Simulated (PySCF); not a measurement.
B(Cl)(OH)(OEt) (C₂H₆BClO₂), SMILES O(B(Cl)O)CC.

Geometry optimised at PBE-D3(BJ)/def2-SVP. The values are those of a single conformer.

Level of theory: PySCF with PBE/def2-TZVP.

The molecule is in vacuum.

Computed frontier levels, gap, dipole moment and polarisability:
| Property | Result |
|---|---|
| highest occupied level | -7.23 eV |
| lowest empty level | -0.16 eV |
| orbital gap | 7.07 eV |
| dipole moment | 1.95 D |
| quadrupole, principal values (traceless, Buckingham form, about the centre of nuclear charge) | -5.15, -1.65, 6.80 D·Å |
| mean static polarisability | 60.5 bohr³ (8.96 Å³) |
| polarisability, principal values | 49.4, 55.7, 76.3 bohr³ |
